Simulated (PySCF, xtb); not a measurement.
SnI3, SMILES [I][Sn+]([I])[I], charge +1.

GFN2-xTB in xtb 6.7.1 at its own geometry gives an orbital gap of 0.96 eV.

Geometry: PBE0-D3(BJ)/def2-SVP. The spin state was assumed, not searched. The isomer is the one that the SMILES or the coordinates give; other isomers of the formula were not compared. The def2 effective core potentials stand for the cores of I, Sn; spin–orbit coupling is left out.

Problem. What does M06-2X/def2-TZVP (PySCF) give? (Estimate from the structure and the level; the computed values follow.)

Solution. gap 5.96 eV (levels -13.67 and -7.71 eV).
